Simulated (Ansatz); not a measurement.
`OP[SiH2][SeH]` + `CC[SiH2]Br` → `[SeH][SiH2]Br` + `CC[SiH2]PO`  (redistribution)

Computed with Ansatz on PBE0-D4/def2-TZVP structures; ΔE is electronic, products minus reactants. CBS: MP2 limit from def2 TZ/QZ plus the TZ coupled-cluster correction, frozen cores. Functionals use def2-TZVPP. For Br, Se outer-core shells are correlated without core-valence functions, which leaves a few kJ/mol of doubt a bond. Scalar relativity is left out up to krypton. Each species was taken in one conformer, which may not be the lowest.

`OP[SiH2][SeH]`:

Z-matrix (Å, degrees):
```
Si
P 1 2.260
Se 1 2.280 2 109.9
H 1 1.489 2 107.3 3 121.8
H 1 1.485 2 113.4 3 -116.2
O 2 1.661 1 99.4 3 74.1
H 2 1.426 1 93.1 3 173.5
H 3 1.470 1 92.9 2 59.9
H 6 0.960 2 109.3 1 -131.8
```

`CC[SiH2]Br`:

Cartesian coordinates in Å:
```
C -0.180 -1.095 0.970
C 0.653 -0.231 0.026
Si -0.369 1.082 -0.817
Br 0.913 2.298 -2.175
H 0.435 -1.858 1.454
H -0.983 -1.613 0.438
H -0.642 -0.498 1.760
H 1.466 0.265 0.566
H 1.127 -0.843 -0.748
H -1.444 0.481 -1.646
H -0.974 2.012 0.169
```

`[SeH][SiH2]Br`:

Cartesian coordinates in Å:
```
Se -1.201 1.100 0.821
Si 0.045 -0.529 -0.135
Br 2.152 -0.556 0.567
H -0.496 2.159 0.088
H 0.093 -0.371 -1.605
H -0.593 -1.802 0.265
```

`CC[SiH2]PO`:

Cartesian coordinates in Å:
```
C -1.314 -1.138 -0.075
C -0.168 -0.724 -0.991
Si 0.357 1.070 -0.809
P 0.986 1.589 1.301
O 1.768 0.158 1.670
H -1.609 -2.176 -0.252
H -1.029 -1.053 0.976
H -2.199 -0.514 -0.228
H 0.715 -1.341 -0.800
H -0.433 -0.882 -2.042
H 1.493 1.369 -1.724
H -0.762 2.006 -1.125
H -0.305 1.294 1.835
H 2.499 0.342 2.264
```

```csv
level,ΔE (eV)
r2SCAN-D4,0.06
PBE0-D4,0.06
```

(1) What does CCSD(T)/CBS give? (An estimate is asked.)

Largest T1 diagnostic among the species: 0.012.

## Answers

(1) Computed: +0.06 eV. The listed levels differ from it by 0.00, 0.00 eV.

In def2-TZVPP, CCSD(T) changes the Hartree–Fock value by −0.06 eV (the triples alone add −0.01 eV) and MP2 by −0.06 eV.
